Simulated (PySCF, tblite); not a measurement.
Isomers of C5H11FOSi2. Calculated harmonic vibrations of the isolated species, GFN2-xTB (tblite), most abundant isotopes, no scaling. Errors from tens to a few hundred cm⁻¹ against measured bands are possible. Modes of hydrogen on silicon can be 10 to 20 % off. One conformer each.

Electronic energies: PBE0/pcSseg-1 single points on the GFN2-xTB geometries (PySCF, gas phase).

```tsv
SMILES	electronic energy, lowest = 0 (kcal/mol)
OCCC1=C(CF)[SiH2][SiH2]1	34.1
CC(=O)[SiH2]C/C([SiH3])=C/F	31.3
CO[Si@@H]1CC(C[SiH3])=C1F	14.1
CC#C[SiH2][SiH2][C@@H](F)OC	52.1
C=C1[C@@H](C[SiH3])[C@H]1O[SiH2]F	0.0
```

Task: How do GFN2-xTB zero-point energies change the relative energies?

Result: 
| SMILES | ZPE (kcal/mol) | of it from modes above 1550 cm⁻¹ | electronic (kcal/mol) | with ZPE, lowest = 0 (kcal/mol) | lowest mode (cm⁻¹) | rings |
| --- | --- | --- | --- | --- | --- | --- |
| C=C1[C@@H](C[SiH3])[C@H]1O[SiH2]F | 87.5 | 45.1 | 0.0 | 0.0 | 4 | 1 |
| CO[Si@@H]1CC(C[SiH3])=C1F | 89.0 | 45.2 | 14.1 | 15.5 | 38 | 1 |
| CC(=O)[SiH2]C/C([SiH3])=C/F | 85.7 | 46.8 | 31.3 | 29.6 | 10i | 0 |
| OCCC1=C(CF)[SiH2][SiH2]1 | 89.2 | 45.1 | 34.1 | 35.8 | 34 | 1 |
| CC#C[SiH2][SiH2][C@@H](F)OC | 87.0 | 45.5 | 52.1 | 51.6 | 9 | 0 |

The zero-point energies span 3.5 kcal/mol, from `CC(=O)[SiH2]C/C([SiH3])=C/F` to `OCCC1=C(CF)[SiH2][SiH2]1`. Slightly imaginary modes are left out of the zero-point energy: `CC(=O)[SiH2]C/C([SiH3])=C/F` 10.1i cm⁻¹. The order is unchanged.

Task: And how do the electronic energies of GFN2-xTB itself compare?

Result: `C=C1[C@@H](C[SiH3])[C@H]1O[SiH2]F` 0.0; `CO[Si@@H]1CC(C[SiH3])=C1F` 43.5; `CC(=O)[SiH2]C/C([SiH3])=C/F` 72.7; `OCCC1=C(CF)[SiH2][SiH2]1` 80.0; `CC#C[SiH2][SiH2][C@@H](F)OC` 87.0 kcal/mol, lowest = 0. Against the energies above, taken from the same isomer `C=C1[C@@H](C[SiH3])[C@H]1O[SiH2]F`, the largest difference is 45.9 kcal/mol.
